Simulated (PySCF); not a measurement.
# Trend along group 14: MAl molecules

CCSD(T) with double-zeta basis sets in PySCF, for the lowest determinant that a PBE0 search found; no spin–orbit coupling. De refers to high-spin ground-configuration atoms.

```json
{"M": "C", "basis": "def2-SVPD", "reference, frozen orbitals": "UHF, 6", "state (unpaired electrons)": "quartet (σ ↑, π ↑↑)", "Re (Å)": "1.985", "ωe (cm⁻¹)": "639", "De (eV)": "3.26"}
{"M": "Si", "basis": "x2c-SVPall", "reference, frozen orbitals": "UHF, 10", "state (unpaired electrons)": "quartet (σ ↑, π ↑↑)", "Re (Å)": "2.422", "ωe (cm⁻¹)": "393", "De (eV)": "2.29"}
{"M": "Sn", "basis": "x2c-SVPall", "reference, frozen orbitals": "UHF, 23", "state (unpaired electrons)": "quartet (σ ↑, π ↑↑)", "Re (Å)": "2.671", "ωe (cm⁻¹)": "270", "De (eV)": "2.00"}
{"M": "Pb", "basis": "def2-SVP", "reference, frozen orbitals": "UHF, 9", "state (unpaired electrons)": "quartet (σ ↑, π ↑↑)", "Re (Å)": "2.735", "ωe (cm⁻¹)": "246", "De (eV)": "1.85"}
```

Q: The row for M = Ge is missing. Estimate Re, ωe and De as the mean of the rows for Si and Sn, and compare with the calculation.

A: The means are 2.546 Å, 332 cm⁻¹ and 2.15 eV. UHF-CCSD(T) in x2c-SVPall gives AlGe as a quartet (σ ↑, π ↑↑) with Re = 2.471 Å, ωe = 313 cm⁻¹, De = 2.23 eV, so the estimate is off by +7.5 pm, +6 % and -0.09 eV.

The rows differ in basis set, which adds steps of its own.

Correlated steps freeze the inner cores (6 to 23 orbitals); shallow outer-core shells are correlated. Correlated levels converge slowly with the basis: in double zeta they bind strong bonds too weakly, by up to about 1 eV, and carry superposition errors of some tenths. Spin–orbit coupling is left out, which matters for elements this heavy, above all for dissociation energies. The CCSD T1 diagnostic is raised in AlC, a sign that a single reference may not be enough there. States were picked by a PBE0 search and need not be the measured ground states.
